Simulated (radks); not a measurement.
Initial-state core-level shifts of the tin ion Sn+ when its valence configuration changes from [Kr] 4d10 5s2 5p1. Calculated with a radial shooting solver on a logarithmic mesh with Libxc functionals: scalar-relativistic Kohn-Sham, BLYP, spin-polarised, spherical densities, finite nucleus; open shells are filled with parallel spins first (spin-orbit coupling, left out, can overturn this in heavy ions); Fermi nuclear charge, rms radius 4.6519 fm. Shifts are changes of the shell-averaged eigenvalues in eV (positive: less bound); the change of the density at the nucleus, which sets a Mossbauer isomer shift, is in e/bohr^3, on a base of 1.967e+05.

[
 {"valence": "4d9 5s2 5p2", "1s": "-7.993", "2s": "-8.400", "2p": "-8.376", "3s": "-8.118", "density at nucleus": "+19.00"},
 {"valence": "4d10 5s1 5p2", "1s": "-1.306", "2s": "-1.280", "2p": "-1.276", "3s": "-1.306", "density at nucleus": "-41.16"},
 {"valence": "4d10 5s1.5 5p1.5", "1s": "-0.683", "2s": "-0.669", "2p": "-0.668", "3s": "-0.681", "density at nucleus": "-20.17"},
 {"valence": "4d9.5 5s2 5p1.5", "1s": "-3.980", "2s": "-4.175", "2p": "-4.163", "3s": "-4.044", "density at nucleus": "+9.39"},
 {"valence": "4d10 5p3", "1s": "-2.780", "2s": "-2.724", "2p": "-2.717", "3s": "-2.769", "density at nucleus": "-84.04"},
 {"valence": "4d7.5 5s2 5p3.5", "1s": "-20.444", "2s": "-21.580", "2p": "-21.514", "3s": "-20.724", "density at nucleus": "+49.20"},
 {"valence": "4d9.5 5s1 5p2.5", "1s": "-5.186", "2s": "-5.361", "2p": "-5.345", "3s": "-5.256", "density at nucleus": "-34.66"},
 {"valence": "4d8 5s2 5p3", "1s": "-16.135", "2s": "-17.016", "2p": "-16.964", "3s": "-16.374", "density at nucleus": "+38.82"},
 {"valence": "4d7 5s2 5p4", "1s": "-24.788", "2s": "-26.194", "2p": "-26.114", "3s": "-25.105", "density at nucleus": "+59.76"}
]
